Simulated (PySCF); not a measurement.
C3H3BO2, SMILES C#CB(O)C=O. Atoms are numbered in the order given.

```xyz
9

C      0.8939     2.2924     0.0000
C      0.2572     1.2549     0.0000
B     -0.5394    -0.0515     0.0000
O     -1.8873    -0.0855     0.0000
C      0.1862    -1.4856     0.0000
O      1.3860    -1.6289     0.0000
H      1.4679     3.2023     0.0000
H     -2.2946     0.7886     0.0000
H     -0.4891    -2.3880     0.0000
```

Geometry optimised at PBE0-D3(BJ)/def2-SVP. The structure was generated by enumeration, and PubChem lists no compound with its InChIKey, so it may never have been made. Other conformers were not sampled.

Computed with B3LYP/def2-TZVP (PySCF).

```yaml
total_energy: -291.51863 hartree
point_group: Cs
highest_occupied_level: -6.89 eV
lowest_empty_level: -2.71 eV
orbital_gap: 4.18 eV
dipole_moment: 3.51 D
quadrupole, principal values (traceless, Buckingham form, about the centre of nuclear charge): -5.73, -1.60, 7.33 D·Å
mean_static_polarisability: 52.3 bohr³ (7.76 Å³)
polarisability_principal_values: 31.5, 51.3, 74.2 bohr³
```
